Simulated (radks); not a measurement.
Results of a calculation; reference values are marked as such.
Q: Ionisation of neutral cerium, [Xe] 4f1 5d1 6s2, to Ce+, [Xe] 4f1 5d2, under several functionals. Dirac Kohn-Sham, spin-unpolarised, spherical densities, finite nucleus; open shells fill j = l - 1/2 first; a radial shooting solver on a logarithmic mesh with Libxc functionals. Known Delta-SCF values: exchange-only PBE 5.869 eV. What does SOGGA give, and what is its highest occupied eigenvalue?

A: 6.004 eV by Delta-SCF; the 5d3/2 eigenvalue is -3.085 eV. NIST: 5.539 eV (measured).

Beside tabulated values, note that spin-unpolarised runs miss the spin-polarisation part of the exchange energy of open shells.
